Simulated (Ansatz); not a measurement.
`[AlH2][NH][SiH2]Br` + `BO` → `BO[SiH2]Br` + `[NH2][AlH2]` at 500 K and 1 bar (ligand exchange at the Si–N bond).

Program: Ansatz. Geometries: PBE0-D4/def2-TZVP. ΔE: electronic, gas phase. CCSD(T)/CBS adds triple-zeta CCSD(T) − MP2 to the extrapolated MP2 energy (def2 sets, frozen cores). This one scheme is used for every species. For Br outer-core shells are correlated without core-valence functions, which leaves a few kJ/mol of doubt a bond. Scalar relativity is left out up to krypton. Each species was taken in one conformer, which may not be the lowest.

| species | CCSD(T)/CBS energy (Eh) | H − E (kJ/mol) | S (J/(mol·K)) |
| --- | --- | --- | --- |
| `[AlH2][NH][SiH2]Br` | -3162.22405 | 173.5 | 422.5 |
| `BO` | -101.80414 | 113.6 | 256.0 |
| `BO[SiH2]Br` | -2964.89003 | 156.0 | 391.5 |
| `[NH2][AlH2]` | -299.14566 | 129.9 | 289.4 |

H − E and S are ideal-gas, rigid-rotor, harmonic terms from PBE0-D4/def2-TZVP, for one conformer and one mirror image of each species. 1 Eh = 2625.50 kJ/mol, R = 8.31446 J/(mol·K).

**Question.** By hand: ΔE, ΔH, ΔS and ΔG.

**Answer.** ΔE = (-2964.89003) + (-299.14566) − (-3162.22405) − (-101.80414) = -0.00750 Eh = -19.7 kJ/mol. Δ(H − E) = 156.0 + 129.9 − 173.5 − 113.6 = -1.2, so ΔH = -20.9 kJ/mol. ΔS = 391.5 + 289.4 − 422.5 − 256.0 = 2.4 J/(mol·K). ΔG = -20.9 − 500 × (2.4)/1000 = -22.1 kJ/mol.

**Question.** By hand: the equilibrium constant, and the temperature at which ΔG would vanish if ΔH and ΔS stayed fixed.

**Answer.** log₁₀ K = −ΔG/(RT ln 10) = 2.3. ΔH and −TΔS have one sign here, so there is no such temperature. One of them is within its doubt of zero, so this could turn.

The number of gas molecules stays the same, so ΔS is small and ΔH decides. A doubt of 5 kJ/mol in ΔE shifts log₁₀ K by 0.5 here. Other conformers and mirror images would add mixing entropy, several J/(mol·K) or more a flexible species. Modes under 60 cm⁻¹, often nearly free rotors, make the harmonic entropy too high. These are equilibria of isolated gas molecules and say nothing of rates. Largest T1 diagnostic: 0.014 (customary marks: 0.02 for closed shells, 0.045 for open ones).
